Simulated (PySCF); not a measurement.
## Spin states of CI

Unrestricted PBE0; PySCF, spin-free X2C with a Gaussian nucleus, basis sets C x2c-SVPall, I x2c-SVPall. Outer shells of the fragments: C 2s2 2p2; I 4d10 5s2 5p5.

Followed along the bond (rough minima from three points):

```
2Ms+1   unpaired  ⟨S²⟩ at the start  R at minimum (Å)  Te (eV)
    2        π ↑               0.76              2.04     0.00
    4  σ ↑, π ↑↑               3.75              2.03     1.51
```

Solutions found at the starting distance of 2.020 Å, counted from the lowest of them; the search is not exhaustive and high or unbound solutions are not listed, so other states can lie among these:

```json
{"2Ms+1": "2", "unpaired": "π ↑", "term": "²Π", "E (eV)": "0.00", "⟨S²⟩": "0.76", "⟨Lz²⟩": "1.01", "μ (D)": "1.94"}
{"2Ms+1": "4", "unpaired": "σ ↑, π ↑↑", "term": "⁴Σ⁻", "E (eV)": "1.51", "⟨S²⟩": "3.75", "⟨Lz²⟩": "0.00", "μ (D)": "1.02"}
{"2Ms+1": "2", "unpaired": "σ ↑, π ↑↓", "term": "mixed", "E (eV)": "2.62", "⟨S²⟩": "1.76", "⟨Lz²⟩": "2.01", "μ (D)": "1.65"}
{"2Ms+1": "2", "unpaired": "σ ↓, π ↑↑", "term": "mixed", "E (eV)": "2.75", "⟨S²⟩": "1.77", "⟨Lz²⟩": "0.00", "μ (D)": "1.92"}
{"2Ms+1": "4", "unpaired": "π ↑↑↑", "term": "⁴Π", "E (eV)": "3.26", "⟨S²⟩": "3.76", "⟨Lz²⟩": "1.00", "μ (D)": "4.16"}
{"2Ms+1": "2", "unpaired": "π ↑↑↓", "term": "mixed", "E (eV)": "3.71", "⟨S²⟩": "1.76", "⟨Lz²⟩": "3.01", "μ (D)": "4.12"}
```

A term symbol is given only where ⟨S²⟩ and ⟨Lz²⟩ are close to those of a pure state; real π, δ and φ orbitals otherwise mix terms. A positive dipole means C(−)I(+).

Spin–orbit coupling is left out. Counting both spins, an empty level lies below a filled one in some of these solutions, because spin and occupation are held.
